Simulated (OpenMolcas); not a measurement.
How methods differ on C3H8Si (SMILES CC(C)[SiH])

The species is C3H8Si (12 atoms), meant as a singlet with charge 0. SMILES: `CC(C)[SiH]`. The shape is that of a PBE0-D4/def2-TZVP optimisation. This is one conformer, not always the lowest.

```xyz
12

C    -0.2531    0.9070   -1.0628
C     0.0976   -0.4363   -0.4602
C     0.7899   -0.3575    0.9041
Si   -1.1690   -1.5057    0.4676
H    -0.8401    0.7875   -1.9765
H    -0.8506    1.4989   -0.3644
H     0.6402    1.4864   -1.3224
H     0.6942   -1.0344   -1.1504
H     0.7504    0.6459    1.3250
H     0.2847   -1.0109    1.6986
H     1.8075   -0.7475    0.9085
H    -1.8748   -0.2886    1.0670
```

Each level gives the dipole moment (D). The values are calculated.

| level | kind | program | value (D) | CPU time |
| --- | --- | --- | --- | --- |
| BLYP/6-31G* (spherical functions) | GGA | OpenMolcas | 2.00 | 44 s |
| revPBE/6-31G* (spherical functions) | GGA | OpenMolcas | 2.12 | 44 s |
| M06-L/6-31G* (spherical functions) | meta-GGA | OpenMolcas | 1.93 | 56 s |
| TPSS/6-31G* (spherical functions) | meta-GGA | OpenMolcas | 2.11 | 59 s |
| B3LYP/6-31G* (spherical functions) | global hybrid | OpenMolcas | 1.94 | 42 s |
| BHLYP/6-31G* (spherical functions) | global hybrid | OpenMolcas | 1.85 | 41 s |
| M06-2X/6-31G* (spherical functions) | hybrid meta-GGA | OpenMolcas | 1.84 | 51 s |
| B3LYP/6-31G* (Cartesian functions) | global hybrid | OpenMolcas | 1.93 | 44 s |

The values span 1.84 to 2.12 D. Magnitudes only. Times are those of the runs behind each value, whatever else they computed, on shared processors of several kinds: orders of magnitude only.
